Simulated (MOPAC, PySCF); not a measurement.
H3InO3, SMILES `[OH][In]([OH])[OH]`, neutral singlet in the gas phase. 

Cartesian coordinates (Å):
SMILES: [In]([OH])([OH])[OH]
```xyz
7

O      1.3712    -1.4183     0.2507
In     0.0002    -0.0002     0.0000
O      0.5592     1.8945    -0.2268
O     -1.9302    -0.4760    -0.0238
H      2.2655    -1.0587     0.2432
H     -0.1974     2.4811    -0.3391
H     -2.0686    -1.4223     0.0958
```
Charge 0, multiplicity 1.

All levels are single points at this geometry (B3LYP-D3(BJ)/def2-TZVP); Pople sets use spherical d functions. Orbital energies aren't observables, and empty levels follow the basis.

BP86/6-31G* (LANL2DZ on In) in PySCF gives HOMO (eV) = -6.46.

Q: Estimate the HOMO (eV) from each of these levels: B3LYP-D3(BJ)/def2-TZVP in PySCF; B3LYP/6-311+G** (LANL2DZ on In) in PySCF; B3LYP/6-31G* (LANL2DZ on In) in PySCF; B3LYP/LANL2DZ in PySCF; M06-2X/6-31G* (LANL2DZ on In) in PySCF; PBE/6-31G* (LANL2DZ on In) in PySCF; SVWN5/6-31G* (LANL2DZ on In) in PySCF; HF/6-31G* (LANL2DZ on In) in PySCF; AM1 in MOPAC; PM3 in MOPAC; PM6 in MOPAC; PM7 in MOPAC.

A: 
```
level                                     HOMO (eV)
----------------------------------------  ---------
B3LYP-D3(BJ)/def2-TZVP in PySCF               -8.40
B3LYP/6-311+G** (LANL2DZ on In) in PySCF      -8.53
B3LYP/6-31G* (LANL2DZ on In) in PySCF         -7.79
B3LYP/LANL2DZ in PySCF                        -8.17
M06-2X/6-31G* (LANL2DZ on In) in PySCF        -9.91
PBE/6-31G* (LANL2DZ on In) in PySCF           -6.35
SVWN5/6-31G* (LANL2DZ on In) in PySCF         -6.47
HF/6-31G* (LANL2DZ on In) in PySCF           -12.80
AM1 in MOPAC                                 -11.89
PM3 in MOPAC                                 -11.90
PM6 in MOPAC                                 -11.90
PM7 in MOPAC                                 -11.47
```
